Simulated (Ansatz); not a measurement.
Cartesian coordinates in Å:
```
C 0.420 -0.798 -1.150
C -0.102 -0.330 0.206
C 1.019 0.233 1.082
Al -1.619 0.905 0.102
Cl -2.812 0.926 -1.635
H -0.370 -1.228 -1.771
H 0.859 0.028 -1.716
H 1.202 -1.557 -1.031
H -0.517 -1.209 0.727
H 0.662 0.550 2.066
H 1.495 1.101 0.614
H 1.806 -0.512 1.243
H -2.045 1.892 1.261
```

Total charge 0; spin multiplicity 1.

(1) List the r2SCAN/def2-TZVPP orbital energies in eV (Ansatz). (An estimate is asked.)

## Answers

(1) The calculation gave: Occupied: -2752.91, -1517.43, -273.01, -272.94, -272.88, -254.31, -192.80, -192.74, -192.71, -110.92, -71.27, -71.08, -70.97, -20.83, -20.41, -17.86, -14.94, -11.63, -11.34, -10.35, -10.25, -9.74, -8.67, -8.60, -8.50, -8.27, -7.98, -6.48. Lowest empty: -1.66, -0.15, 0.77, 1.59, 2.31, 2.36, 2.81, 3.15.
